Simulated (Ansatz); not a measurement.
Wavefunction ladder for C3H8AlCl (`[CH3][AlH][CH2]CCl`)

Cartesian coordinates in Å:
```
C -1.0022 -0.2448 1.8954
Al 0.7330 -0.4303 1.0220
C 0.9906 0.0022 -0.8844
C -0.2445 0.4300 -1.6238
Cl 0.0694 0.8264 -3.3579
H -1.0520 0.7166 2.4214
H -1.8429 -0.2686 1.1969
H -1.1635 -1.0180 2.6519
H 2.0110 -0.9087 1.8394
H 1.4410 -0.8730 -1.3693
H 1.7577 0.7850 -0.9418
H -1.0071 -0.3484 -1.6460
H -0.6905 1.3315 -1.2039
```

Total charge 0; spin multiplicity 1. Geometry: relaxed with PBE0-D4/def2-TZVP. It is one conformer, not always the lowest. Frozen core, restricted reference, the Gaussian-basis code of Ansatz. CBS rows extrapolate triple and quadruple zeta; past MP2 they add the triple-zeta difference.

```json
{"basis": "def2-TZVPP", "HF (Eh)": "-819.74342", "MP2 corr.": "-0.79893"}
{"basis": "def2-QZVPP", "HF (Eh)": "-819.76909", "MP2 corr.": "-0.85780"}
```

(1) Estimate the CCSD correlation energy and the (T) correction in each basis where they were run (hartree).

Answers

(1) 
| basis | CCSD corr. | (T) |
| --- | --- | --- |
| def2-TZVPP | -0.86051 | -0.03446 |
| CBS(def2) | -0.96298 | as TZ |
